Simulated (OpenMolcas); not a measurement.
## SnH2O2 (SMILES [OH][Sn][OH]): the energy, rung by rung

SnH2O2: 5 atoms, total charge 0, spin state singlet. SMILES: `[OH][Sn][OH]`. The coordinates come from a PBE0-D4/def2-TZVP relaxation. This is one conformer, not always the lowest.

```xyz
5

O    -0.9843    0.1778   -0.6138
Sn   -0.1537   -0.9439    0.8009
O     1.5618    0.0029    0.6361
H    -1.9012   -0.0056   -0.8314
H     1.5272    0.6951   -0.0333
```

Each level gives the energy change with the Sn2–O3 bond stretched from 1.966 to 4.326 Å (eV). The values are calculated.

| level | kind | program | value (eV) | less CCSD(T)/def2-SVP | CPU time (all runs) |
| --- | --- | --- | --- | --- | --- |
| HF/def2-SVP (core potential) (unrestricted) | Hartree–Fock | OpenMolcas | 2.52 | +0.30 | 10 s |
| SVWN5/def2-SVP (core potential) (restricted) | LDA | OpenMolcas | 4.70 | +2.48 | 26 s |
| PBE/def2-SVP (core potential) (restricted) | GGA | OpenMolcas | 4.19 | +1.97 | 45 s |
| TPSS/def2-SVP (core potential) (restricted) | meta-GGA | OpenMolcas | 4.32 | +2.10 | 47 s |
| B3LYP/def2-SVP (core potential) (restricted) | global hybrid | OpenMolcas | 4.67 | +2.45 | 30 s |
| BHLYP/def2-SVP (core potential) (restricted) | global hybrid | OpenMolcas | 5.47 | +3.25 | 24 s |
| B2PLYP/def2-SVP (core potential) (restricted) | double hybrid | OpenMolcas | 4.36 | +2.14 | 22 s |
| MP2/def2-SVP (core potential) (restricted) | perturbation theory | OpenMolcas | 4.95 | +2.73 | 6.5 s |
| CCSD(T)/def2-SVP (core potential) (restricted) | coupled cluster or CI | OpenMolcas | 2.22 | 0.00 | 58 s |

CCSD(T)/def2-SVP (core potential) (restricted) is the highest level here, not the true value. At this stretch a single reference begins to fail. The first shape isn't each level's own minimum. The values span 2.22 to 5.47 eV. Spin contamination of the reference (⟨S²⟩ at least 0.1 too high) touches HF/def2-SVP. In the correlated wave-function rows the outer d shell of Sn is correlated, in sets not made for it. CPU times are rough (shared hosts, several kinds of processor): they show what a rung costs within a factor of a few.
